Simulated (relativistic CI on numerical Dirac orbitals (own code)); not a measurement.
# One change at a time: Si III

Base calculation: Dirac-Coulomb-Breit CI, separate exchange-only KLI orbitals for each configuration, QED by a radiative potential, valence Slater integrals scaled by 0.85, P86 correlation energy added to each configuration.

Configuration list (outside the closed core [Ne]): 3s2, 3s 3p, 3p2, 3s 3d, 3d2, 3s 4s, 3p 3d, 3p 4s, 3s 4p, 3s 4d, 3s 5s, 3s 4f, 3s 5p, 3d 4s, 3s 5d, 3s 5f, 3s 6s, 3s 5g, 4s2, 3s 6p, 3s 6d. Levels of other configurations are missing.

The lowest level and the first level of each name with at least 55 % of one term (blank where a level has no safe partner in the second run):

```
      Level  Base (cm⁻¹)  Shift (cm⁻¹)
   3s2 1S_0          0.0           0.0
3s 3p 3P°_0      50994.3        +285.8
3s 3p 3P°_1      51116.2        +285.8
3s 3p 3P°_2      51365.3        +285.9
3s 3p 1P°_1      80526.9        +352.4
   3p2 1D_2     121623.3        +838.3
   3p2 3P_0     128060.6        +643.7
   3p2 3P_1     128188.3        +643.7
   3p2 3P_2     128436.3        +643.9
 3s 3d 3D_3     142580.4       +1231.8
 3s 3d 3D_2     142584.6       +1231.8
 3s 3d 3D_1     142588.2       +1231.8
   3p2 1S_0     152137.1        +731.8
 3s 4s 3S_1     153570.2       +4347.1
```

For a near-neutral ion this model can misplace configurations by up to about 10,000 cm⁻¹ (more where the count of f electrons changes) and terms by 10 to 25 % of their spread. Rates follow the energies as ν³ (E1, M1) or ν⁵ (E2), so they and the lifetimes can be off by large factors. The fine structure of a lone outer electron comes out too small, for d and f at times inverted, and misplaced configurations move strength between like terms. 65 of the 68 excited levels that our extract of the measured tables holds in this range could be paired (the sources list more); they are missed by 1175 cm⁻¹ on average and 2641 at most, and levels without a partner can miss by more.

One thing was changed in a second run, which moved the levels as shown. Which?
A. configuration mixing switched off
B. non-relativistic limit
C. QED terms removed
D. Breit term removed
E. no correlation estimate
F. self-excluded LDA correlation estimate

F. Self-excluded LDA correlation estimate. A correlation estimate moves all levels of a configuration together before mixing; mixed levels move by a weighted share.
